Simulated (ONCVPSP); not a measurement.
Configuration tests for Al (Z = 13) (ONCV)

Al (Z = 13), optimised norm-conserving Vanderbilt (ONCV), made with ONCVPSP 4.0.1 (PBE, scalar-relativistic). Core [Ne], reference 3s2 3p1. Waves: 3s: rc 1.65 bohr, ncon 4, nbas 9, qcut 3.3 1/bohr, 2 projectors, debl 1.7 Ha; 3p: rc 2.70 bohr, ncon 3, nbas 6, qcut 3.3 1/bohr, 2 projectors, debl 0.7 Ha; d scattering state at 0.24 Ha: rc 2.05 bohr, ncon 3, nbas 8, qcut 3.9 1/bohr, 1 projector. Local part: polynomial inside 1.55 bohr (lpopt 5, dvloc0 3 Ha). Core correction: Teter function fitted to the true core (icmod 2), fcfact 0.55.

Energies are relative to the spin-unpolarised reference configuration 3s2 3p1; without spin polarisation the order of configurations can differ from experiment.

| valence configuration | charge | ΔE all-electron (eV) | error AE − PS (meV) |
| --- | --- | --- | --- |
| 3s1 3p0 | +2 | 24.987 | +27 |
| 3s1 3p2 | 0 | 5.139 | +3.7 |

(1) What are ΔE and the potential's error for 3s2 3p0?

(2) What are ΔE and the potential's error for 3s2 3p0.5?

Levels in the configuration 3s1 3p2:

| level | all-electron (eV) | pseudo (eV) |
| --- | --- | --- |
| 3s | -8.574 | -8.563 |
| 3p | -3.343 | -3.341 |

Answers

(1) ΔE = 5.761 eV all-electron; the error (AE − PS) is -0.4 meV.

(2) ΔE = 2.086 eV all-electron; the error (AE − PS) is -0.2 meV.
